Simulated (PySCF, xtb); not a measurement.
sulfur tetrafluoride (F4S), SMILES FS(F)(F)F.

GFN2-xTB (xtb) at its own geometry gives an orbital gap of 6.27 eV and a dipole moment of 3.67 D.

Geometry optimised at PBE0-D3(BJ)/def2-SVP.

Question: What does PySCF with PBE/def2-TZVP give? (Estimate from the structure and the level; the computed values follow.)

Answer: gap 5.09 eV (levels -8.30 and -3.21 eV), dipole 0.67 D.
